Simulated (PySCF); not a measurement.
Atom-mapped SMILES (the numbers label the heavy atoms): `[F:1][SiH:2]([F:3])[C@H:4]([SiH3:5])[Cl:6]`; H(Xn) means a hydrogen on atom n.

Geometry: PBE0-D3(BJ)/def2-SVP; GIAO absolute shieldings from PySCF 2.14.0 with density-fitted response routines, gas phase, non-relativistic, averaged over equivalent atoms.

At BLYP/pcSseg-1 (148 basis functions, 16 s wall time on 1 thread of an Arm Neoverse V2, shared host):
```csv
atoms,σ (ppm)
F1,300.2
F3,314.1
Si2,345.3
Si5,392.3
C4,144.9
Cl6,869.8
H(Si2),26.50
H(Si5),27.36
H(C4),28.63
```

Task: Predict the values at B3LYP/pcSseg-1 on the same geometry.

Result: 
```csv
atoms,σ at B3LYP/pcSseg-1,change
F1,315.8,+15.6
F3,328.1,+14.0
Si2,358.6,+13.3
Si5,403.0,+10.7
C4,151.0,+6.1
Cl6,900.6,+30.8
H(Si2),26.66,+0.16
H(Si5),27.40,+0.04
H(C4),28.73,+0.10
```

The largest change is at Cl6 (chlorine bonded to C). Cost: 148 basis functions, 13 s wall time on 1 thread of an Arm Neoverse V2, shared host.

Carbons that carry Cl, above all several Cl atoms, come out too deshielded, partly because spin–orbit coupling is missing.
